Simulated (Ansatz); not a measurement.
A run for Ansatz (a first-principles code): R-wB97M-V/def2-TZVPPD on CH8Ge (a complex), monomers drawn apart or pushed together. Files ending in .json are basis or fitting sets from the Basis Set Exchange.

Ansatz 0.2 input:
```yaml
crystal:
  periodic: [false, false, false]
  atoms:
    - {symbol: C, position_ang: [0.10154463, -0.06870056, -0.20314418]}
    - {symbol: H, position_ang: [-0.57459387, -0.84581333, 0.15010535]}
    - {symbol: H, position_ang: [0.16497005, -0.10926554, -1.28954688]}
    - {symbol: H, position_ang: [-0.27483586, 0.90662026, 0.10205640]}
    - {symbol: H, position_ang: [1.09077818, -0.22655384, 0.22404995]}
    - {symbol: Ge, position_ang: [-0.26400282, 0.17860727, 6.64647384]}
    - {symbol: H, position_ang: [0.34746663, 1.48847691, 6.12937527]}
    - {symbol: H, position_ang: [-0.35973842, 0.22963921, 8.17905304]}
    - {symbol: H, position_ang: [0.62449384, -1.00190455, 6.22955446]}
    - {symbol: H, position_ang: [-1.66852511, -0.00157459, 6.05330282]}
basis:
  gaussian:
    orbitals: def2-TZVPPD.json
hamiltonian:
  xc: {name: wB97M-V}
scf: {lower_state_search: off}
```

Output:

```
WARN ansatz: RAYON_NUM_THREADS=1 ignored (pool sized by the plan → 1); use --threads N
Functional definition: wB97M-V
these checks for a lower state are left out or cut short: stability, starts, cluster_reference, orbital_swaps, neighbouring_geometries, increment
integrals: 0.14 GiB planned
1060 factors; their error is unknown
integrals: 0.17 GiB planned
331 factors; integrals over basis functions are off by at most 1.7e-5 eV
mean field: 1.24 GiB planned
mean field evaluation 1: about -57678.4402 eV, gradient 3.7e1 eV
mean field evaluation 2: about -57679.7228 eV, gradient 2.7e1 eV
mean field evaluation 4: about -57681.0595 eV, gradient 1.2e0 eV
mean field evaluation 8: about -57681.1930 eV, gradient 3.5e-3 eV
mean field -57681.19301924 eV, -2119.7447457402 hartree, gradient 3.6e-6 eV, S^2 0.000000; 0 other end points of the search recorded, 0 dependent functions left out
reference -57681.19308370 eV, -2119.7447481089 hartree; 23, 23 occupied and 204, 204 virtual orbitals, 1060 factors
Total energy: -57681.19308370 eV, -2119.7447481089 hartree
Checks for a lower state left out: stability, starts, cluster_reference, orbital_swaps, neighbouring_geometries, increment
```

Self-consistency was reached.

Cost: very roughly 9 core-seconds.
